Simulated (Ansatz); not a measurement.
`C=[CH][SnH2][Br]` + `C1=C[SiH2]1` → `C=[CH][SnH3]` + `BrC1=C[SiH2]1` at 700 K and 1 bar (redistribution).

Isolated molecules relaxed with PBE0-D4/def2-TZVP in Ansatz; ΔE leaves out vibrations. CCSD(T)/CBS is the MP2 limit (def2-TZVPP, def2-QZVPP) plus CCSD(T) − MP2 in def2-TZVPP, frozen cores. def2 core potentials past Kr. For Br, Sn outer-core shells are correlated without core-valence functions, which leaves a few kJ/mol of doubt a bond. Scalar relativity is left out up to krypton. Each species was taken in one conformer, which may not be the lowest.

```csv
species,CCSD(T)/CBS energy (Eh),H − E (kJ/mol),S (J/(mol·K))
`C=[CH][SnH2][Br]`,-2866.46631,218.9,463.2
`C1=C[SiH2]1`,-367.50726,170.7,330.3
`C=[CH][SnH3]`,-293.68430,226.1,410.3
`BrC1=C[SiH2]1`,-2940.22755,155.4,392.4
```

H − E and S are ideal-gas, rigid-rotor, harmonic terms from PBE0-D4/def2-TZVP, for one conformer and one mirror image of each species. 1 Eh = 2625.50 kJ/mol, R = 8.31446 J/(mol·K).

**Question.** By hand: ΔE, ΔH, ΔS and ΔG.

**Answer.** ΔE = (-293.68430) + (-2940.22755) − (-2866.46631) − (-367.50726) = 0.06172 Eh = 162.0 kJ/mol. Δ(H − E) = 226.1 + 155.4 − 218.9 − 170.7 = -8.1, so ΔH = 153.9 kJ/mol. ΔS = 410.3 + 392.4 − 463.2 − 330.3 = 9.2 J/(mol·K). ΔG = 153.9 − 700 × (9.2)/1000 = 147.5 kJ/mol.

**Question.** By hand: the equilibrium constant, and the temperature at which ΔG would vanish if ΔH and ΔS stayed fixed.

**Answer.** log₁₀ K = −ΔG/(RT ln 10) = -11.0. ΔG = 0 at ΔH/ΔS = 16728 K, far beyond where these terms or the molecules hold.

The number of gas molecules stays the same, so ΔS is small and ΔH decides. A doubt of 5 kJ/mol in ΔE shifts log₁₀ K by 0.4 here. Other conformers and mirror images would add mixing entropy, several J/(mol·K) or more a flexible species. These are equilibria of isolated gas molecules and say nothing of rates. Largest T1 diagnostic: 0.013 (customary marks: 0.02 for closed shells, 0.045 for open ones).
